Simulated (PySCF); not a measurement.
## As²⁺: ionisation energy

As²⁺ [Ar] 3d10 4s2 4p1 (2P) → As³⁺ [Ar] 3d10 4s2 (1S), as a difference of total energies. All numbers are calculated (PySCF 2.14, scalar relativity through the core potential, in aug-cc-pV5Z-PP with ECP10MDF). Correlated levels: valence: 3s2 3p6 3d10 frozen. The calculations carry no spin-orbit coupling.

```
           method  ionisation energy (eV)  difference from reference (eV)
              UHF                  27.490                          -0.859
              LDA                  28.148                          -0.201
              PBE                  27.995                          -0.354
             PBE0                  28.048                          -0.301
           r2SCAN                  28.283                          -0.066
             PW91                  28.088                          -0.261
           B2PLYP                  27.962                          -0.387
          wB97M-V                  27.936                          -0.413
    MP2 (valence)                  27.797                          -0.552
SCS-MP2 (valence)                  27.792                          -0.557
```

Reference: 28.349 ± 0.012 eV (measured; NIST Atomic Spectra Database, ionization energies).

The reference lies between the lowest fine-structure levels, while these numbers refer to the centres of the terms.
